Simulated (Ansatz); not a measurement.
Reaction (formal exchange of groups at the Se–C bond): `COC(O)[SeH]` + `[Cl][InH2]` → `[SeH][InH2]` + `COC(O)Cl`

Isolated molecules relaxed with PBE0-D4/def2-TZVP in Ansatz; ΔE leaves out vibrations. CCSD(T)/CBS adds triple-zeta CCSD(T) − MP2 to the extrapolated MP2 energy (def2 sets, frozen cores). DFT in def2-TZVPP. def2 core potentials past Kr. For In, Se outer-core shells are correlated without core-valence functions, which leaves a few kJ/mol of doubt a bond. Scalar relativity is left out up to krypton. Each species was taken in one conformer, which may not be the lowest.

| level | ΔE (eV) |
| --- | --- |
| BHLYP-D4 | 0.02 |
| PBE | -0.03 |
| MP2/def2-SVP | -0.04 |
| SCS-MP2/def2-QZVPP | 0.05 |

Problem. What does CCSD(T)/CBS give? (An estimate is asked.)

Solution. The calculation gave: +0.02 eV. The listed levels differ from it by 0.00, -0.05, -0.06, 0.03 eV.

Problem. What do rigid-rotor, harmonic-oscillator terms from PBE0-D4/def2-TZVP frequencies (298.15 K, 1 bar) make of the CCSD(T)/CBS value? (An estimate is asked.)

Solution. Computed: ΔZPE = +0.02 eV, ΔH = +0.03 eV, ΔS = 2 J/(mol·K), ΔG = +0.03 eV.

Largest T1 diagnostic among the species: 0.014.

Leaving LDA and LC-ωPBE aside and taking each functional with its dispersion term where it has one, the values, not all of them listed here, spread over 0.10 eV, from HSE06-D4 to B97M-V. LDA lies −0.05 eV from PBE without D4. At CCSD(T), def2-SVP lies −0.07 eV from the extrapolated value and def2-TZVPP +0.00 eV.
